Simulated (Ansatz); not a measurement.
`[BH2][SnH]([OH])[F]`, one more setting.

```yaml
crystal:
  periodic: [false, false, false]
  atoms:
    - {symbol: B, position_ang: [-1.146923, 1.222688, -0.413469]}
    - {symbol: Sn, position_ang: [0.606650, -0.140433, -0.089390]}
    - {symbol: O, position_ang: [0.140765, -1.305088, 1.415504]}
    - {symbol: F, position_ang: [0.753171, -1.365773, -1.575912]}
    - {symbol: H, position_ang: [-1.614690, 1.336245, -1.502091]}
    - {symbol: H, position_ang: [-1.596749, 1.831594, 0.505848]}
    - {symbol: H, position_ang: [2.213731, 0.415410, 0.086289]}
    - {symbol: H, position_ang: [0.736145, -2.051643, 1.517522]}
basis:
  gaussian: {orbitals: def2-SVP}
hamiltonian: {xc: {name: wB97}}
scf: {lower_state_search: light}
output: {forces: true}
```

```sh
$ ansatz run in.yaml --threads 2 --pin off --events-out ev --progress --plain --max-ram 4352MiB
```

Shortened log:

```
Functional definition: wB97
968 factors; their error is unknown
290 factors; integrals over basis functions are off by at most 2.5e-5 eV
mean field evaluation 1: about -11326.2114 eV, gradient 5.7e1 eV
mean field evaluation 2: about -11324.1676 eV, gradient 7.0e1 eV
mean field evaluation 4: about -11332.2280 eV, gradient 7.1e-1 eV
mean field evaluation 8: about -11332.2283 eV, gradient 3.5e-2 eV
mean field evaluation 16: about -11332.2010 eV, gradient 3.3e-5 eV
mean field -11332.20103696 eV, -416.4507068664 hartree, gradient 3.4e-5 eV, S^2 0.000000; 0 other end points of the search recorded, 0 dependent functions left out
reference -11332.20102607 eV, -416.4507064663 hartree; 24, 24 occupied and 64, 64 virtual orbitals, 968 factors
Total energy: -11332.20102607 eV, -416.4507064663 hartree
Atom 0 at    -1.146923     1.222688    -0.413469 Å, force     0.349372    -0.198674     0.077940 eV/Å
Atom 1 at     0.606650    -0.140433    -0.089390 Å, force     0.078818     0.494091    -0.024537 eV/Å
Atom 2 at     0.140765    -1.305088     1.415504 Å, force    -0.178201    -0.093578     0.260940 eV/Å
Atom 3 at     0.753171    -1.365773    -1.575912 Å, force     0.031151    -0.269335    -0.325795 eV/Å
Atom 4 at    -1.614690     1.336245    -1.502091 Å, force    -0.165920     0.032088    -0.335061 eV/Å
Atom 5 at    -1.596749     1.831594     0.505848 Å, force    -0.156135     0.188863     0.271376 eV/Å
Atom 6 at     2.213731     0.415410     0.086289 Å, force    -0.056368     0.020445     0.006827 eV/Å
Atom 7 at     0.736145    -2.051643     1.517522 Å, force     0.097282    -0.173900     0.068310 eV/Å
Dipole moment:     0.039596     0.488167     0.145414 e Å
```

Run time 3.4 s (2 threads of an Arm Neoverse V2 on a shared host); peak host memory 0.38 GiB.
